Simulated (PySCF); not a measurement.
**Electronic structure of C (carbon, neutral) at the UHF level**

Configuration: [He] 2s2 2p1 3d1, one real determinant (an excited configuration). Computed with PySCF 2.14 in aug-cc-pwCVQZ (9s8p6d4f2g, 109 functions), with the non-relativistic Hamiltonian (point nucleus).

| Property | Result |
| --- | --- |
| Total energy | -37.277214 hartree |
| One-electron energy | -48.6854 hartree |
| Hartree (Coulomb) energy | 16.2570 hartree |
| Exchange energy | -4.8489 hartree |
| Kinetic energy | 37.52799 hartree |
| ⟨S²⟩ | 2.0060 |
| ⟨L²⟩ | 8.017 |
| Sum of ⟨r⟩ | 9.643 bohr |
| Sum of ⟨r²⟩ | 31.48 bohr² |
| Traceless quadrupole moment −½Σ⟨3z² − r²⟩ along its main axis | 5.51 e·bohr² |
| Density at the nucleus (Gaussians lack the cusp) | 126 bohr⁻³ |
| Spin density at the nucleus | 0.0121 bohr⁻³ |
| Langevin diamagnetic susceptibility | -24.9 ×10⁻⁶ cm³/mol |

| shell | electrons | mean orbital energy (eV) | rms radius, mean of both spins (bohr) |
| --- | --- | --- | --- |
| 1s α | 1 | -318.02 | 0.311 |
| 1s β | 1 | -317.24 | 0.311 |
| 2s α | 1 | -27.110 | 1.62 |
| 2s β | 1 | -23.361 | 1.62 |
| 2p α | 1 | -18.731 | 1.65 |
| 3d α | 1 | 0.519 | 4.83 |

⟨L²⟩ = 8.02 against 12 for a pure F term, so this real determinant mixes terms. The outer electron is Rydberg-like, and this basis confines it to a smaller radius and binds it less than a complete one would. At UHF the highest occupied level has a positive energy, so only the finite basis holds that electron; for this excited configuration the basis is too tight for the outer shell.

Spin-orbit constants ζ (cm⁻¹) from the X2C one-electron operator on these orbitals (non-relativistic here): bare nucleus, nucleus screened by l(l+1)(2l+1)/3 electrons, and screened by the Breit-Pauli mean field of the electrons.

```csv
shell,bare,screened nucleus,mean field
2p,76.43,50.96,41.19
3d,0.6761,0.1127,0.06491
```

To first order the Landé constant is A = 6.886 cm⁻¹, so the lowest level has J = 2 and lies 0.00341 eV below the centre of the term. This holds in LS coupling only.
